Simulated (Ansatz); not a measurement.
Abridged output of a molecular run in Ansatz:

```
Functional definition: HF
1695 factors; integrals over basis functions are off by at most 1.3e-3 eV
mean field evaluation 1: about -11747.6381 eV, gradient 5.6e1 eV
mean field evaluation 2: about -11747.7615 eV, gradient 5.6e1 eV
mean field evaluation 4: about -11754.3341 eV, gradient 3.9e0 eV
mean field evaluation 8: about -11754.4087 eV, gradient 2.8e-1 eV
mean field -11754.40912391 eV, -431.9665678789 hartree, gradient 6.9e-6 eV, S^2 0.000000; 0 other end points of the search recorded, 0 dependent functions left out
9 core orbitals not correlated: weight in the atoms' cores, before any rotation towards them, 1.000 or more for the frozen orbitals, at most 0.000 for the correlated occupied ones
reference -11754.40912391 eV, -431.9665678789 hartree; 15, 15 occupied and 268, 268 virtual orbitals, 1695 factors
second order -23.58919947 eV of doubles, -0.00000000 eV of singles
cycle   1  -24.21363783 eV  change   -6.2e-1 eV  update   8.9e-2
cycle   2  -24.73093308 eV  change   -5.2e-1 eV  update   2.6e-2
cycle   3  -24.82197940 eV  change   -9.1e-2 eV  update   1.1e-2
cycle   4  -24.81627642 eV  change    5.7e-3 eV  update   2.9e-3
cycle   5  -24.81666595 eV  change   -3.9e-4 eV  update   1.4e-3
cycle   6  -24.81667464 eV  change   -8.7e-6 eV  update   3.8e-4
cycle   7  -24.81648905 eV  change    1.9e-4 eV  update   1.3e-4
cycle   8  -24.81648107 eV  change    8.0e-6 eV  update   4.3e-5
cycle   9  -24.81647855 eV  change    2.5e-6 eV  update   1.3e-5
perturbative correction -0.93456224 eV, -0.0343445290 hartree
Total energy: -11780.16016470 eV, -432.9129011734 hartree
```

Its atoms:

Z-matrix (Å, degrees):
```
C
C 1 1.530
H 1 1.094 2 111.6
H 1 1.094 2 111.7 3 -119.6
H 1 1.095 2 112.3 3 120.2
Al 2 1.958 1 115.0 3 59.8
H 2 1.097 1 109.9 3 -177.6
H 2 1.097 1 109.9 3 -62.9
N 6 1.774 2 121.2 1 -180.0
N 6 1.774 2 119.9 1 0.1
H 9 1.006 6 126.1 2 -180.0
H 9 1.006 6 124.1 2 0.0
H 10 1.007 6 123.7 2 -0.0
H 10 1.006 6 126.4 2 180.0
```

Which basis set was used?
A. def2-TZVPP
B. def2-SVPD
C. def2-QZVPP
D. cc-pV(Q+d)Z

A. It gives 292 functions.

Write the keys of the input that set method, charge and spin (a neutral closed shell needs none for the last two).


```yaml
correlation: {method: ccsd_t}
```
